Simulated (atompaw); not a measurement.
**What one change does to a pseudopotential (thulium (Tm), PAW (atompaw))**

```
Element                 : thulium (Tm)
Generator               : atompaw 4.2.0.5
Type                    : PAW
Functional              : PBEsol
Relativity              : scalar-relativistic
Frozen core             : [Kr]
Valence charge          : 33
Reference configuration : 4d10 4f13 5s2 5p6 5d0 6s2 6p0
Partial waves           : 5s (bound): rc 2.05 bohr; 6s (bound): rc 2.05 bohr; 5p (bound): rc 2.45 bohr; 6p (bound, empty): rc 2.90 bohr; 4d (bound): rc 0.90 bohr; 5d (bound, empty): rc 2.90 bohr; 4f (bound): rc 1.30 bohr; 4f channel at 0.55 Ry: rc 1.30 bohr
Local potential         : ultrasoft scheme with l = 4 at -0.5 Ry, radius 2.00 bohr
Core correction         : smooth core density matched at 2.10 bohr
Augmentation charge     : gaussian compensation charge, radius 2.20 bohr; PAW radius 2.90 bohr; waves and projectors: custom rrkj gramschmidtortho
```

All-electron outer shells of the reference configuration (PBEsol, scalar-relativistic, ld1.x):

```
shell  level (eV)  outermost node (bohr)  outermost maximum (bohr)
   4s     -442.38                   0.26                      0.46
   4p     -325.97                   0.26                      0.49
   4d     -171.48                   0.24                      0.50
   5s      -53.42                   0.59                      1.10
   5p      -26.94                   0.64                      1.26
   6s       -3.89                   1.49                      3.33
   4f       -3.14                      –                      0.50
   6p       -1.10                   1.84                      4.67
   5d       -0.80                   0.72                      2.10
```

Change: local potential ultrasoft scheme with l = 4 at -0.5 Ry, radius 2.66 bohr.

Cutoffs: the cutoffs (Ry, on a coarse ladder) from which the occupation-weighted sum of valence levels, in a spherical-Bessel basis at the reference potential, stays within 10 and 1 mRy of its value at 400 Ry; they do not see the model core or the augmentation charge, which bear on the density cutoff.

What does the change do?

The range in which the p phases agree widens (upper end 0.4 → at the end of the scan); neither file shows a bound ghost.

```csv
quantity,base,changed
"cutoff, loose",230 Ry,230 Ry
"cutoff, tight",over 300 Ry,over 300 Ry
loose cutoff by channel (10 mRy a level),"s 12 Ry, p 12 Ry, d 140 Ry, f 80 Ry","s 15 Ry, p 12 Ry, d 140 Ry, f 70 Ry"
bound ghosts,none,none
s: phases at 2.91 bohr within 0.05 rad from the reference energy up to (Ry; the scan ends near 5),4.9,4.0
p: phases at 2.91 bohr within 0.05 rad from the reference energy up to (Ry; the scan ends near 5),0.4,to the end of the scan
d: phases at 2.91 bohr within 0.05 rad from the reference energy up to (Ry; the scan ends near 5),1.2,1.2
f: phases at 2.91 bohr within 0.05 rad from the reference energy up to (Ry; the scan ends near 5),to the end of the scan,to the end of the scan
lowest overlap eigenvalue by channel,"s 0.04, p 0.62, d 1.00, f 1.00","s 0.09, p 0.61, d 1.00, f 1.00"
```

 The cutoffs see the waves, projectors and local potential, not the compensation charge or the core.
